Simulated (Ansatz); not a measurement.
Mulliken charges of CH5NOSe (`NC(O)[SeH]`) from PBE/def2-TZVPP in Ansatz (PBE0-D4/def2-TZVP geometry).

```
atom   x (Å)   y (Å)   z (Å)  charge (e)
  N1   0.445   0.752  -1.026      -0.242
  C2   0.328  -0.132   0.058       0.042
  O3   0.738  -1.382  -0.372      -0.256
 Se4  -1.562  -0.377   0.840      -0.200
  H5  -0.118   0.454  -1.812       0.159
  H6   0.196   1.696  -0.772       0.149
  H7   0.901   0.246   0.909       0.120
  H8   0.578  -2.010   0.339       0.195
  H9  -1.419   0.707   1.820       0.034
```

Question: By hand: the dipole of these point charges (1 e Å = 4.8032 D).

Answer: Σ q r = (0.213, 0.228, 0.012) e Å, of length 0.312 e Å = 1.50 D.

Question: How does the dipole of the full density compare? (Estimate.)

Answer: The calculation gave: (0.067, 0.218, 0.116) e Å, 1.23 D; the point charges give 1.22 times that, at 35° from its direction.

Point charges leave out the atoms' own dipoles, such as those of lone pairs, and Mulliken's split depends on the basis, so the two needn't agree.
